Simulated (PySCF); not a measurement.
NICS in one family of compounds.

NICS is the negative of the GIAO shielding at a point without a nucleus: at the ring centre (0) and 1 Å above and below it (1); zz is the component along the ring normal. Level: GIAO PBE0/pcSseg-1 (PySCF, non-relativistic, gas phase) on the GFN2-xTB geometries, one conformer each. Atom numbers follow the mapped SMILES.

Task: Order these rings by mean NICS(1)zz, lowest (most negative) first (ppm).
A. ring C3–P4–P5–C6–P7 in `[CH2:1]=[CH:2][c:3]1[p:4][p:5][cH:6][p-:7]1` (charge -1)
B. ring C2–P3–P4–C5–P6 in `[SiH3:1][c:2]1[p:3][p:4][cH:5][p-:6]1` (charge -1)
C. ring C1–P2–P3–C4–P5 in `[cH:1]1[p:2][p:3][cH:4][p-:5]1` (charge -1)
D. ring C5–P6–P7–C8–P9 in `[cH:1]1[cH:2][cH:3][c:4](-[c:5]2[p:6][p:7][cH:8][p-:9]2)[cH:10][cH:11]1` (charge -1)
E. ring C2–P3–P4–C5–P6 in `[CH3:1][c:2]1[p:3][p:4][cH:5][p-:6]1` (charge -1)

Result: C (-34.5), B (-33.5), E (-29.3), A (-27.2), D (-24.2).

| SMILES | ring | NICS(0) | NICS(1) | NICS(1)zz | HOMA | rms pucker (Å) | ring atoms with four or more neighbours |
| --- | --- | --- | --- | --- | --- | --- | --- |
| c1ppc[p-]1 | 5-membered ring with 3 P; formal bonds all aromatic | -13.9 | -13.8 | -34.5 | – | 0.00 | 0 |
| [SiH3]c1ppc[p-]1 | 5-membered ring with 3 P; formal bonds all aromatic | -13.1 | -13.6 | -33.5 | – | 0.00 | 0 |
| Cc1ppc[p-]1 | 5-membered ring with 3 P; formal bonds all aromatic | -11.7 | -12.2 | -29.3 | – | 0.00 | 0 |
| C=Cc1ppc[p-]1 | 5-membered ring with 3 P; formal bonds all aromatic | -10.8 | -11.6 | -27.2 | – | 0.00 | 0 |
| c1ccc(-c2ppc[p-]2)cc1 | 5-membered ring with 3 P; formal bonds all aromatic | -9.5 | -10.6 | -24.2 | – | 0.00 | 0 |

NICS(0) gives the same order. The isotropic NICS(1) gives the same order. NICS(1) and NICS(1)zz are means over the two faces.
